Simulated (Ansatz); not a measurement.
Si(Cl)(OH)2(NH2) (ClH4NO2Si), SMILES O[Si](Cl)(N)O.

Geometry: PBE0-D3(BJ)/def2-SVP. This is a generated structure with no PubChem entry under its InChIKey; it may be hypothetical. Other conformers were not sampled.

Two levels are set side by side: PBE/def2-SVPD (Ansatz, a first-principles code) and PBE0/def2-SVPD (Ansatz). Energy differences of separate SCF runs at the same geometry; the states with an electron removed or added have multiplicity 2 and 2. Differences are taken from unrounded values.

```
quantity                            PBE0   PBE  PBE minus PBE0
---------------------------------  -----  ----  --------------
vertical ionisation energy (eV)    10.42  9.91           -0.51
vertical singlet–triplet gap (eV)   6.63  6.13           -0.50
```
